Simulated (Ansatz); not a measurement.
C$_{4}$H$_{12}$O$_{3}$Si (SMILES CO[Si](C)(OC)OC), singlet, geometry from GFN2-xTB. Base run: PBE/STO-3G in Ansatz (an electronic-structure program).

Ansatz was given this input:
Ansatz 0.2 input:
```yaml
crystal:
  periodic: [false, false, false]
  atoms:
    - {symbol: C, position_ang: [-2.35120043, -1.27674156, -0.34643132]}
    - {symbol: O, position_ang: [-1.49905331, -0.17147283, -0.46403798]}
    - {symbol: Si, position_ang: [0.00031971, 0.00348305, 0.13674299]}
    - {symbol: C, position_ang: [0.00478463, 0.05212581, 2.04643346]}
    - {symbol: O, position_ang: [0.60965432, 1.36457226, -0.50809365]}
    - {symbol: C, position_ang: [0.07656315, 2.65852392, -0.45234479]}
    - {symbol: O, position_ang: [0.88609113, -1.22913671, -0.44267421]}
    - {symbol: C, position_ang: [2.27194248, -1.41114068, -0.35381704]}
    - {symbol: H, position_ang: [-1.83637703, -2.19297873, -0.63796567]}
    - {symbol: H, position_ang: [-2.70483729, -1.38018781, 0.68219784]}
    - {symbol: H, position_ang: [-3.20270831, -1.10950683, -1.00685516]}
    - {symbol: H, position_ang: [-0.72291189, 0.76219536, 2.43016166]}
    - {symbol: H, position_ang: [0.97631051, 0.34314263, 2.43686273]}
    - {symbol: H, position_ang: [-0.23624012, -0.91840604, 2.47183131]}
    - {symbol: H, position_ang: [-0.96874424, 2.65837143, -0.76356558]}
    - {symbol: H, position_ang: [0.65935611, 3.28562621, -1.12783560]}
    - {symbol: H, position_ang: [0.14473364, 3.05763078, 0.56249737]}
    - {symbol: H, position_ang: [2.80022780, -0.51870423, -0.69145256]}
    - {symbol: H, position_ang: [2.53604404, -2.25573748, -0.99107630]}
    - {symbol: H, position_ang: [2.56459478, -1.62851473, 0.67620299]}
basis:
  gaussian:
    orbitals: STO-3G
hamiltonian:
  xc: pbe
```

Variants of this job, named by their change:

| change | E (Eh) |
|---|---|
| base | -665.83804 |
| functional = B2PLYP | -665.73444 |
| functional = r2scan | -666.28720 |
| functional = hse06 | -665.94817 |
| functional = B2GP-PLYP | -665.55388 |
| functional = b3lyp | -666.46828 |
| functional = b3lyp5 | -666.19236 |
| functional = wB97M-V | -666.46566 |
| functional = lc_wpbe | -666.14385 |
| functional = revpbe | -666.30351 |
| functional = hf | -663.82832 |
| functional = cam_b3lyp | -666.25618 |
| functional = pbe0 | -665.97385 |

Total energies compare only within one method and basis.
